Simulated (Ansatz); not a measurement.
Calculated with Ansatz (gas phase, PBE0-D4/def2-TZVP geometries, no zero-point term in ΔE). CCSD(T)/CBS is the MP2 limit (def2-TZVPP, def2-QZVPP) plus CCSD(T) − MP2 in def2-TZVPP, frozen cores. Functionals use def2-TZVPP. B3LYP here is the variant with VWN-RPA as its local correlation; programs differ in this. Elements past krypton have def2 core potentials. For I outer-core shells are correlated without core-valence functions, which leaves a few kJ/mol of doubt a bond. Each species was taken in one conformer, which may not be the lowest.

`CC[SiH2]I` → HI + `CC[SiH]`  (silylene formation by 1,1-elimination)

`CC[SiH2]I`:

Cartesian coordinates in Å:
```
C -0.483 -0.105 -1.409
C 0.599 0.022 -0.338
Si -0.116 0.064 1.387
I 1.677 0.272 3.043
H -1.065 -1.021 -1.285
H -1.181 0.735 -1.376
H -0.046 -0.128 -2.410
H 1.189 0.933 -0.484
H 1.305 -0.813 -0.394
H -1.021 1.226 1.570
H -0.857 -1.185 1.696
```

HI:

Cartesian coordinates in Å:
```
I 0.800 0.075 -0.041
H -0.800 -0.075 0.041
```

`CC[SiH]`:

Cartesian coordinates in Å:
```
C -0.816 0.451 -0.246
C 0.128 -0.456 0.533
Si 1.748 -1.061 -0.232
H -1.639 0.817 0.374
H -1.260 -0.078 -1.093
H -0.283 1.316 -0.648
H -0.406 -1.290 1.000
H 0.562 0.102 1.390
H 1.967 0.199 -1.076
```

(1) Is it downhill or uphill in electronic energy at CCSD(T)/CBS, and by how much? (Estimate.)

(2) What do these levels give: B3LYP, HF/def2-TZVPP, MP2/def2-TZVPP, SCS-MP2/def2-TZVPP, CCSD(T)/def2-TZVPP, HF/def2-QZVPP? (Best estimate.)

Largest T1 diagnostic among the species: 0.012.

## Answers

(1) Ansatz gave: Uphill: ΔE = +3.42 eV.

(2) Ansatz gave: B3LYP 3.17, HF/def2-TZVPP 3.29, MP2/def2-TZVPP 3.57, SCS-MP2/def2-TZVPP 3.42, CCSD(T)/def2-TZVPP 3.29, HF/def2-QZVPP 3.29 eV.

From PBE to PBE0 (25 % exact exchange), in def2-TZVPP and without D4, ΔE moves by +0.15 eV. The D4 term adds +0.13 eV with B3LYP and +0.07 eV with PBE0; it sums over pairs of atoms, weighted by their polarisabilities, and B3LYP, whose exchange is more repulsive, gets the larger term.
